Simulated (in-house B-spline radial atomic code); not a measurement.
A fraction x of an electron is removed from 4f in Tb2+, starting from [Xe] 4f9 and keeping the highest spin. All numbers are computed (scalar-relativistic (X2C) TPSS, spin-polarised, spherical fractional occupations; Fermi nucleus of rms radius 5.06 fm) with a radial B-spline atomic code at the basis-set limit, not measured.

```tsv
x	E(x) - E(0) (eV)	4f down level (eV)
0	0.0000	-14.268
0.03	0.4348	-14.720
0.25	4.0455	-18.132
0.27	4.4113	-18.451
0.49	8.8621	-22.036
0.5	9.0833	-22.203
0.55	10.2143	-23.039
0.69	13.6059	-25.421
0.81	16.7811	-27.506
0.96	21.1058	-30.166
1	22.3268	-30.886
```

The exact functional would give a straight line between the two integer points. Deviations E(x) - E(0) - x[E(1) - E(0)], in eV: -0.235 at x = 0.03, -1.536 at x = 0.25, -1.617 at x = 0.27, -2.078 at x = 0.49, -2.08 at x = 0.5, -2.065 at x = 0.55, -1.8 at x = 0.69, -1.304 at x = 0.81, -0.328 at x = 0.96.

The curve lies below the straight line by up to 2.08 eV (at x = 0.5): convex, the delocalisation error that favours fractional charges.

Task: How well does Slater's transition state (minus the level at half occupation) give the ionisation energy?

Result: It gives 22.203 eV against 22.327 eV from the two total energies; NIST lists 21.82 eV, ground level to ground level.
